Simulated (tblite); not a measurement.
Compound: C8H9 (doublet state).
SMILES with atom numbers: `[H]/[C:1]=[C:2]1/[CH:3]=[CH:4][CH2:5][C:6](=[CH2:7])[CH2:8]1` (hydrogens: H9 on C1; H10 on C3; H11 on C4; H12, H13 on C5; H14, H15 on C7; H16, H17 on C8)
Bond orders are those of one Lewis drawing.

Computed with GFN2-xTB (tblite), gas phase: L-BFGS steps from a force-field or distance-geometry start until the largest atomic force falls under 0.01 eV/Å.

Step 69: E = -586.4711 eV
```
atom  x, y, z in Å  |  force x, y, z in eV/Å
C1      2.2188    1.1536    1.1420   -0.006   0.043   0.009
C2      1.1758    0.8638    0.4253    0.059  -0.025  -0.046
C3      0.0667    1.7765    0.1884    0.006  -0.010   0.004
C4     -1.0870    1.3899   -0.3465    0.000   0.026  -0.001
C5     -1.3910   -0.0260   -0.7290    0.008  -0.001   0.034
C6     -0.3698   -0.9700   -0.1644   -0.002  -0.055  -0.057
C7     -0.6970   -2.1143    0.4185    0.011   0.005   0.033
C8      1.0379   -0.4948   -0.2907   -0.024  -0.050   0.007
H9      3.1195    0.6823    1.4543    0.034  -0.016   0.027
H10     0.2280    2.8025    0.4827   -0.030   0.018   0.010
H11    -1.8789    2.1065   -0.5074   -0.032   0.015  -0.029
H12    -2.3920   -0.2929   -0.3819   -0.009  -0.010   0.014
H13    -1.4046   -0.1108   -1.8228    0.035   0.030  -0.029
H14    -1.7228   -2.4344    0.5064    0.044   0.010  -0.002
H15     0.0481   -2.7803    0.8216   -0.021   0.013  -0.001
H16     1.2995   -0.3294   -1.3415   -0.062   0.027   0.044
H17     1.7417   -1.2102    0.1351   -0.011  -0.019  -0.017
```

Step 70: E = -586.4721 eV
```
atom  x, y, z in Å  |  force x, y, z in eV/Å
C1      2.2142    1.1485    1.1466    0.031   0.017   0.004
C2      1.1758    0.8586    0.4238    0.030   0.008  -0.023
C3      0.0655    1.7728    0.1935    0.011  -0.003  -0.015
C4     -1.0866    1.3881   -0.3460   -0.008   0.020   0.000
C5     -1.3884   -0.0270   -0.7350   -0.009   0.005   0.016
C6     -0.3701   -0.9707   -0.1660    0.006  -0.053  -0.060
C7     -0.6978   -2.1087    0.4286    0.025   0.000   0.025
C8      1.0370   -0.4961   -0.2995   -0.004  -0.025   0.019
H9      3.1177    0.6803    1.4573    0.020  -0.010   0.026
H10     0.2268    2.7981    0.4928   -0.036  -0.007   0.006
H11    -1.8800    2.1041   -0.5038   -0.030   0.016  -0.029
H12    -2.3924   -0.2941   -0.3963   -0.002  -0.013   0.020
H13    -1.3940   -0.1103   -1.8293    0.034   0.040  -0.018
H14    -1.7230   -2.4292    0.5217    0.040   0.019  -0.002
H15     0.0488   -2.7706    0.8349   -0.017   0.002   0.004
H16     1.2925   -0.3218   -1.3502   -0.068   0.020   0.036
H17     1.7472   -1.2099    0.1171   -0.022  -0.035  -0.009
```

Step 71: E = -586.4729 eV
```
atom  x, y, z in Å  |  force x, y, z in eV/Å
C1      2.2120    1.1461    1.1492    0.041  -0.019  -0.018
C2      1.1764    0.8554    0.4222    0.015   0.034   0.019
C3      0.0647    1.7701    0.1970    0.014   0.004  -0.028
C4     -1.0866    1.3871   -0.3455   -0.016   0.009   0.003
C5     -1.3867   -0.0277   -0.7392   -0.014   0.008  -0.006
C6     -0.3709   -0.9723   -0.1678    0.011  -0.026  -0.040
C7     -0.6985   -2.1050    0.4363    0.026  -0.005   0.011
C8      1.0356   -0.4976   -0.3046    0.012   0.004   0.022
H9      3.1175    0.6789    1.4584    0.001   0.002   0.022
H10     0.2248    2.7950    0.5003   -0.034  -0.026   0.002
H11    -1.8812    2.1025   -0.5015   -0.019   0.010  -0.024
H12    -2.3932   -0.2948   -0.4076    0.005  -0.015   0.018
H13    -1.3837   -0.1085   -1.8342    0.023   0.042  -0.006
H14    -1.7228   -2.4257    0.5335    0.027   0.021  -0.002
H15     0.0493   -2.7645    0.8431   -0.006  -0.010   0.015
H16     1.2859   -0.3161   -1.3546   -0.061   0.012   0.013
H17     1.7502   -1.2108    0.1051   -0.026  -0.046  -0.001
```

Step 72: E = -586.4735 eV
```
atom  x, y, z in Å  |  force x, y, z in eV/Å
C1      2.2121    1.1455    1.1492    0.058  -0.033  -0.017
C2      1.1774    0.8538    0.4216   -0.020   0.034   0.027
C3      0.0643    1.7681    0.1993    0.007   0.008  -0.033
C4     -1.0869    1.3864   -0.3445   -0.014  -0.004   0.005
C5     -1.3852   -0.0280   -0.7424   -0.015   0.004  -0.025
C6     -0.3714   -0.9741   -0.1697    0.011   0.009  -0.007
C7     -0.6990   -2.1027    0.4416    0.025  -0.005  -0.007
C8      1.0347   -0.4991   -0.3064    0.018   0.023   0.014
H9      3.1184    0.6788    1.4575   -0.004   0.007   0.020
H10     0.2220    2.7924    0.5058   -0.025  -0.027   0.002
H11    -1.8827    2.1011   -0.4994   -0.008   0.004  -0.019
H12    -2.3935   -0.2954   -0.4162    0.012  -0.018   0.011
H13    -1.3750   -0.1056   -1.8380    0.011   0.040   0.008
H14    -1.7227   -2.4230    0.5409    0.008   0.016  -0.001
H15     0.0492   -2.7608    0.8485    0.004  -0.020   0.026
H16     1.2799   -0.3127   -1.3560   -0.042   0.007  -0.009
H17     1.7514   -1.2126    0.0984   -0.028  -0.045   0.004
```

Problem. Estimate the geometry and energy of step 73. (The exact step hangs on the optimiser's Hessian estimate; all steps are aligned on step 72, rigid shifts and turns removed.)

Solution. E = -586.4740 eV, largest force 0.060 eV/Å
```
atom  x, y, z in Å  |  force x, y, z in eV/Å
C1      2.2110    1.1417    1.1529    0.029  -0.039  -0.036
C2      1.1776    0.8531    0.4216   -0.011   0.019   0.043
C3      0.0644    1.7673    0.1984    0.000   0.006  -0.027
C4     -1.0871    1.3862   -0.3453   -0.011  -0.013   0.003
C5     -1.3849   -0.0282   -0.7443   -0.004  -0.003  -0.025
C6     -0.3710   -0.9752   -0.1720    0.010   0.037   0.027
C7     -0.6967   -2.1006    0.4463    0.014  -0.001  -0.022
C8      1.0343   -0.4987   -0.3096    0.015   0.031   0.005
H9      3.1152    0.6724    1.4635   -0.003   0.008   0.018
H10     0.2203    2.7909    0.5066   -0.015  -0.013   0.004
H11    -1.8834    2.1009   -0.5012    0.007  -0.005  -0.012
H12    -2.3933   -0.2955   -0.4187    0.011  -0.022   0.004
H13    -1.3715   -0.1038   -1.8400   -0.002   0.034   0.008
H14    -1.7199   -2.4207    0.5491    0.001   0.012  -0.001
H15     0.0525   -2.7571    0.8531    0.011  -0.023   0.031
H16     1.2728   -0.3066   -1.3593   -0.021   0.004  -0.020
H17     1.7529   -1.2141    0.0890   -0.029  -0.032   0.003
```

The energy changes by -0.0005 eV. The first-order estimate −F·Δx gives -0.0008 eV and the mean of the old and new forces, exact on a quadratic surface, -0.0006 eV. The step makes an angle of 77° with the force vector and moves no atom by more than 0.010 Å.

What follows is the cost of the whole relaxation. The run took 0.5 s of wall time on one thread of an Arm Neoverse V1, on a shared host.
